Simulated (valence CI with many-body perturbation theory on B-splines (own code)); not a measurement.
## Forbidden lines of Ba XV

Computed by relativistic CI+MBPT: six valence electrons over a frozen Dirac-Fock core [Kr], a basis of 7 s, 7 p, 8 d, 6 f, 4 g, 1 h functions for each j, with the one-electron correlation potential Σ1, the two-electron term Σ2, the three-electron term Σ3, Breit, model QED; selected CI, second order for the rest, scaled by the run's own slope (own B-spline code, finite nucleus).

No measured spectrum was set against this ion. As an estimate, terms of the open shell hold to 2 to 4 % of their energy, and close levels can change places. Core correlation moves these levels by up to 9500 cm⁻¹, and in measured spectra 5 to 20 % of such shifts remained as error; rates that hang on mixing are uncertain with them. Among the levels kept, up to 1000 cm⁻¹ of a level comes from second order outside the variational space, and about a tenth of that is noise between levels of different J, which matters for small intervals. The list stops below the first excitations out of the core. Only levels of the ground parity were solved; by the run's estimate the other parity begins above the list, which can be wrong where configurations are misplaced.

Lines 1 to 50 of 120 in falling wavelength, among levels below 67.545 eV, chosen from the decays that carry over 1 % of a level's rate. Wavelengths and rates use the calculated energies, so an error of 2000 cm⁻¹ moves a line at 16560 Å by 33 % and its rate by three times that or more. Electric multipoles are in the length gauge, E1 and E2 with the static RPA response of the core. Weak lines are less certain than strong ones. Lines between different terms over intervals too small for the method are left out, as are lines whose strength nearly cancels. Where a level lies close to another of its J and parity, the split of strength between their lines is uncertain. Intervals below about 2000 cm⁻¹, as at the head of this list, are uncertain by tens of per cent. Branching is blank where the lifetime is uncertain.

Names give the largest LS component (configuration and term), which can be under half, so a name can repeat, a term be missing and a line seem to break the LS rules; names also repeat where a configuration has a term twice. Letters in brackets count levels of one name in rising energy.

```csv
λ vac (Å),Upper,Lower,Type,A (s⁻¹),Branch %
1.902e+05,4d6 5D_0,4d6 5D_1,M1,1.84e-02,98.3
16560,4d6 3G_5,4d6 3H_4 [b],M1,2.65e+00,1.1
14370,4d6 3G_3,4d6 3G_4,M1,7.01e+00,2.4
13540,4d6 3H_6,4d6 3H_4 [a],E2,2.77e-06,
12890,4d6 5D_1,4d6 5D_2 [a],M1,3.02e+01,100.0
12530,4d6 3H_5,4d6 3H_4 [a],M1,6.22e+00,21.6
12070,4d6 5D_0,4d6 5D_2 [a],E2,3.21e-04,1.7
10440,4d6 3H_4 [b],4d6 3F_3 [a],M1,6.26e+00,1.4
8300,4d6 5D_2 [a],4d6 5D_4,E2,5.68e-04,100.0
7994,4d6 3P_0 [a],4d6 3D_1,M1,1.72e+01,8.3
7424,4d6 3P_1 [a],4d6 3D_2,M1,4.13e+01,6.4
7159,4d6 5D_3,4d6 5D_4,M1,8.49e+01,99.8
6815,4d6 3D_2,4d6 3F_2 [a],M1,1.01e+01,6.0
6614,4d6 3G_4,4d6 3F_3 [a],M1,3.47e+00,1.8
6397,4d6 1F_3,4d6 3G_4,M1,6.15e+00,3.1
6292,4d6 3F_3 [a],4d6 3H_4 [a],M1,4.74e+01,17.1
6264,4d6 3D_2,4d6 3F_3 [a],M1,2.45e+01,14.5
6069,4d6 1D_2 [a],4d6 3G_3,M1,6.27e+00,1.2
5862,4d6 3P_1 [a],4d6 3D_1,M1,4.65e+01,7.2
5846,4d6 3D_1,4d6 5D_2 [b],M1,9.18e+01,27.1
5718,4d6 3H_4 [b],4d6 3H_5,M1,2.56e+01,5.6
5600,4d6 3P_1 [a],4d6 1S_0 [a],M1,2.83e+01,4.4
5598,4d6 1G_4 [a],4d6 3D_3,M1,6.46e+00,1.4
5598,4d6 3D_3,4d6 3F_2 [a],M1,1.34e+01,2.8
5511,4d6 3H_4 [a],4d6 5D_3,M1,7.60e+00,3.1
5494,4d6 3F_4,4d6 1G_4 [a],M1,8.61e+00,1.0
5221,4d6 3D_3,4d6 3F_3 [a],M1,5.72e+00,1.2
5154,4d6 1D_2 [a],4d6 3D_3,M1,2.64e+01,4.9
4832,4d6 3D_2,4d6 5D_2 [b],M1,9.06e+00,5.4
4810,4d6 3G_3,4d6 3F_2 [a],M1,4.82e+01,16.6
4722,4d6 1F_3,4d6 3H_4 [b],M1,3.49e+00,1.7
4672,4d6 1G_4 [a],4d6 3G_5,M1,1.63e+01,3.5
4598,4d6 3P_1 [b],4d6 3P_0 [a],M1,1.03e+02,7.6
4566,4d6 1G_4 [a],4d6 3G_4,M1,1.51e+01,3.3
4529,4d6 3G_3,4d6 3F_3 [a],M1,1.11e+02,38.0
4426,4d6 1D_2 [a],4d6 3D_2,M1,6.84e+00,1.3
4342,4d6 3G_4,4d6 3H_5,M1,8.67e+01,46.1
4260,4d6 5D_2 [b],4d6 5D_1,M1,1.32e+02,20.9
4250,4d6 3G_5,4d6 3H_5,M1,7.35e+01,30.6
4187,4d6 3D_3,4d6 5D_2 [b],M1,9.50e+01,19.5
4146,4d6 3G_5,4d6 3H_6,M1,1.55e+02,64.3
4087,4d6 3F_4,4d6 1F_3,M1,6.47e+01,7.6
3926,4d6 3H_4 [b],4d6 3H_4 [a],M1,2.89e+02,63.2
3925,4d6 3F_2 [b],4d6 1F_3,M1,1.81e+02,23.5
3820,4d6 1D_2 [a],4d6 3D_1,M1,3.74e+01,6.9
3730,4d6 3G_3,4d6 5D_2 [b],M1,3.50e+00,1.2
3644,4d6 1G_4 [a],4d6 3H_4 [b],M1,1.32e+02,28.6
3553,4d6 3P_1 [a],4d6 3F_2 [a],M1,6.88e+01,10.7
3412,4d6 5D_2 [b],4d6 5D_3,M1,4.66e+02,73.5
3394,4d6 1F_3,4d6 3F_2 [a],M1,5.74e+00,2.9
```
